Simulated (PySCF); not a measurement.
Computed properties of C2HCl3, SMILES ClC(=CCl)Cl

trichloroethylene (C₂HCl₃), SMILES C(Cl)(Cl)=CCl. Geometry optimised at B3LYP-D3(BJ)/def2-SVP. Other conformers were not sampled. All values are computed for the isolated molecule unless a solvent is named; none is compared with measurement here.

**Structure.** The optimised structure has Cs symmetry. All 12 harmonic modes at B3LYP-D3(BJ)/def2-SVP (PySCF) are real, so it is a minimum. With heavy atoms numbered as in [Cl:1][CH:2]=[C:3]([Cl:4])[Cl:5], the shortest bond between them is C2–C3 at 1.341 Å and the longest C3–Cl5 at 1.736 Å.

**Vibrations.** The strongest infrared lines (harmonic, unscaled, degenerate partners summed) lie at 844 cm⁻¹ (114 km/mol, C 71 %, Cl 25 %), 927 cm⁻¹ (97 km/mol, C 81 %, H 10 %, Cl 9 %), 794 cm⁻¹ (24 km/mol, H 75 %, C 25 %). The softest mode is at 171 cm⁻¹ and the zero-point energy is 15.5 kcal/mol.

**Electronic structure.** ωB97X/def2-TZVP (PySCF) places the frontier levels at -9.68 and 1.22 eV, a gap of 10.90 eV, and gives a dipole moment of 0.92 D and a mean polarisability of 60.0 bohr³. PBE/def2-TZVP (PySCF) at the same geometry gives -6.20 and -1.83 eV, so its gap is 6.53 eV narrower. An orbital gap is neither the optical nor the fundamental gap.

**Excitations.** TDA-M06-2X/def2-SVPD (PySCF) has S1 at 5.73 eV (216 nm, f = 0.000, dark); the most intense of the 10 singlets computed lies at 6.57 eV (f = 0.46). T1 (TDA) is at 4.03 eV, 1.70 eV under S1. TDA-PBE/def2-SVPD (PySCF) puts S1 at 5.12 eV. No vertical singlet excitation falls in the visible range (under 3.1 eV).

**NMR.** GIAO shifts at HF/pcSseg-1 (PySCF) (non-relativistic, atoms alike by connectivity averaged): ¹³C from 137.3 to 147.4 ppm against TMS; ¹H at 6.8 ppm against TMS. Without spin–orbit terms, shifts of atoms bonded to Cl or Br come out too high.

**Solvation.** SMD-PBE0/6-31G* (PySCF) gives 0.4 kcal/mol in water, -3.8 kcal/mol in diethylether, -3.6 kcal/mol in benzene (1 M in both phases, gas-phase geometry); of these solvents diethylether holds the molecule best.
